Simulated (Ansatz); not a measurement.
Program: Ansatz. Geometries: PBE0-D4/def2-TZVP. ΔE: electronic, gas phase. CCSD(T)/CBS adds triple-zeta CCSD(T) − MP2 to the extrapolated MP2 energy (def2 sets, frozen cores). Functionals use def2-TZVPP. For Br outer-core shells are correlated without core-valence functions, which leaves a few kJ/mol of doubt a bond. Scalar relativity is left out up to krypton. Each species was taken in one conformer, which may not be the lowest.

Reaction (ligand exchange at the Al–O bond): `C[CH2][AlH][O][SiH3]` + HBr → `C[CH2][AlH][Br]` + `O[SiH3]`

```json
{"level": "B97M-V", "ΔE (kcal/mol)": "-0.3"}
{"level": "BLYP", "ΔE (kcal/mol)": "-0.7"}
{"level": "r2SCAN0", "ΔE (kcal/mol)": "-2.7"}
{"level": "CCSD/def2-SVP", "ΔE (kcal/mol)": "0.9"}
```

(1) What does CCSD(T)/CBS give? (An estimate is asked.)

Largest T1 diagnostic among the species: 0.011.

Answers

(1) Computed: -1.9 kcal/mol. The listed levels differ from it by 1.6, 1.2, -0.8, 2.8 kcal/mol.

At CCSD(T), def2-SVP lies +2.8 kcal/mol from the extrapolated value and def2-TZVPP +1.1 kcal/mol. The D4 term adds +0.9 kcal/mol with B3LYP and +0.6 kcal/mol with PBE0; it sums over pairs of atoms, weighted by their polarisabilities, and B3LYP, whose exchange is more repulsive, gets the larger term.

B3LYP here is the variant with VWN-RPA as its local correlation; programs differ in this.
